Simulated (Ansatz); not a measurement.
Molecule: sum formula GeSiH₄, charge 1, multiplicity 2. 
Geometry from a B3LYP-D3(BJ)/def2-TZVP (Ansatz, an electronic-structure program) optimisation:
```
Ge
H 1 1.5230
H 1 1.5230 2 119.82
Si 1 2.2881 2 120.09 3 -180.00
H 4 1.4683 1 119.77 2 0.00
H 4 1.4683 5 120.46 1 -180.00
```
Charge +1, spin multiplicity 2.

Basis-set convergence of Hartree-Fock and CCSD correlation energies (hartree) with Ansatz. Valence correlation only, unless marked. Open shells are spin-unrestricted. Spin-orbit coupling is left out. Frozen are the shells of the preceding noble gas and the d and f shells that filled before the atom's block. Non-relativistic.

```tsv
basis	functions	E(HF)	E(corr, CCSD)
def2-SVPD	94	-2365.96458	-0.20654
def2-TZVPPD	170	?	?
```

**Question.** Some entries are withheld; supply them.

**Answer.** 
- def2-TZVPPD, E(HF): -2366.32922
- def2-TZVPPD, E(corr, CCSD): -0.23829
